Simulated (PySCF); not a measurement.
NICS in rings of unrelated molecules.

NICS is the negative of the GIAO shielding at a point without a nucleus: at the ring centre (0) and 1 Å above and below it (1); zz is the component along the ring normal. Level: GIAO PBE0/pcSseg-1 (PySCF, non-relativistic, gas phase) on the GFN2-xTB geometries, one conformer each. Atom numbers follow the mapped SMILES.

Question: Order these rings by mean NICS(1)zz, lowest (most negative) first (ppm).
A. ring C2–C3–C5–O6–C7 in `[CH3:1][c:2]1[c:3]([F:4])[cH:5][o:6][c:7]1[O-:8]` (charge -1)
B. ring C4–C5–C6–C7–C8–C9 in `[SH:1][C@H:2]1[CH2:3][c:4]2[cH:5][cH:6][cH:7][cH:8][c:9]21`
C. ring C3–P4–C5–C6–C7 in `[CH2:1]=[CH:2][c:3]1[p-:4][cH:5][cH:6][c:7]1[CH3:8]` (charge -1)
D. ring C2–C3–C4–C7–O8 in `[O:1]=[C:2]1[CH:3]=[C:4]([CH2:5][OH:6])[CH2:7][O:8]1`

Answer: B (-27.8), C (-23.0), A (-15.0), D (-7.4).

```json
{"SMILES": "S[C@H]1Cc2ccccc21", "ring": "6-membered carbocycle; formal bonds all aromatic", "NICS(0)": "-9.0", "NICS(1)": "-11.2", "NICS(1)zz": "-27.8", "HOMA": "0.97", "rms pucker (Å)": "0.00", "ring atoms with four or more neighbours": "0"}
{"SMILES": "C=Cc1[p-]ccc1C", "ring": "5-membered ring with P; formal bonds all aromatic", "NICS(0)": "-9.9", "NICS(1)": "-9.5", "NICS(1)zz": "-23.0", "HOMA": "0.82", "rms pucker (Å)": "0.00", "ring atoms with four or more neighbours": "0"}
{"SMILES": "Cc1c(F)coc1[O-]", "ring": "5-membered ring with O; formal bonds all aromatic", "NICS(0)": "-12.9", "NICS(1)": "-7.1", "NICS(1)zz": "-15.0", "HOMA": "-0.02", "rms pucker (Å)": "0.00", "ring atoms with four or more neighbours": "0"}
{"SMILES": "O=C1C=C(CO)CO1", "ring": "5-membered ring with O; formal bonds 1 double, 4 single", "NICS(0)": "-4.4", "NICS(1)": "-4.5", "NICS(1)zz": "-7.4", "HOMA": "–", "rms pucker (Å)": "0.00", "ring atoms with four or more neighbours": "1"}
```

NICS(0) gives another order. The isotropic NICS(1) gives the same order. HOMA uses Krygowski's 1993 parameters; it is left out where a ring has a four-coordinate atom, a triple bond, no multiple bond or a kind of bond without parameters. NICS(1) and NICS(1)zz are means over the two faces.
